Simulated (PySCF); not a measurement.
# How methods differ on the excitation energy of Co⁺

Co⁺ [Ar] 3d8 (3F) → Co⁺ [Ar] 3d7 4p1 (high-spin determinant), as a difference of total energies. Calculation: PySCF 2.14, in dyall-av2z (16s12p7d2f, 101 functions); the non-relativistic Hamiltonian (point nucleus). Correlated levels: valence: [Ar] frozen; virtual orbitals above 40 to 60 times the deepest correlated orbital energy dropped. The calculations carry no spin-orbit coupling.

```json
{"method": "UHF", "excitation energy (cm⁻¹)": "29532"}
{"method": "LDA", "excitation energy (cm⁻¹)": "51664"}
{"method": "PBE", "excitation energy (cm⁻¹)": "48863"}
{"method": "PBE0", "excitation energy (cm⁻¹)": "45622"}
{"method": "r2SCAN", "excitation energy (cm⁻¹)": "46059"}
{"method": "HSE06", "excitation energy (cm⁻¹)": "45513"}
{"method": "r2SCAN0", "excitation energy (cm⁻¹)": "43865"}
{"method": "B97-3", "excitation energy (cm⁻¹)": "47540"}
{"method": "MP2 (valence)", "excitation energy (cm⁻¹)": "46877"}
{"method": "SCS-MP2 (valence)", "excitation energy (cm⁻¹)": "46950"}
```

A first-order spin-orbit estimate (lowest level to lowest level, LS coupling) adds 0.011 eV.

The determinant of the upper state mixes LS terms, which raises its energy above the lowest term, most at the Hartree-Fock and MP2 levels.
